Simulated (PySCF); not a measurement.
A ladder for the ionisation energy of Kr

Kr [Kr] (1S) → Kr⁺ [Ar] 3d10 4s2 4p5 (2P). Scalar values calculated with PySCF 2.14 in aug-cc-pwCVTZ-PP with ECP10MDF (ECP; valence: 3s2 3p6 3d10 frozen; valence and next inner shell: nothing frozen). The spin-orbit shift comes from two-component X2C-1e calculations (generalised Hartree-Fock, GHF, and MP2 on its spinors, GMP2) in x2c-QZVPPall-2c: GMP2 gives 14.178 eV without and 13.953 eV with screened spin-orbit coupling, a shift of -0.225 eV (GHF: -0.224 eV). Sums use unrounded values; where a UHF row is shifted, it takes the GHF shift.

| method | scalar (eV) |
| --- | --- |
| UHF | 13.043 |
| MP2 (valence) | 14.040 |
| SCS-MP2 (valence) | 13.956 |
| CCSD (valence) | 13.911 |
| CCSD(T) (valence) | 13.962 |
| LDA | 14.288 |
| PBE | 13.994 |
| PBE0 | 14.045 |
| r2SCAN | 14.127 |
| PW91 | 14.064 |
| MN15 | 13.773 |
| BP86 | 14.120 |
| M06 | 13.819 |
| MP2 (valence and next inner shell) | 14.128 |
| SCS-MP2 (valence and next inner shell) | 14.018 |

Q: Form a composite estimate from CCSD(T) (valence) and the spin-orbit shift, and compare it with the reference, 14.000 eV (measured; NIST Atomic Spectra Database, ionization energies).

A: 13.962 + (-0.225) = 13.736 eV, an error of -0.263 eV.

The errors of the correlated levels include the incompleteness of the basis and the frozen core, so a lower level can come closer by cancellation.
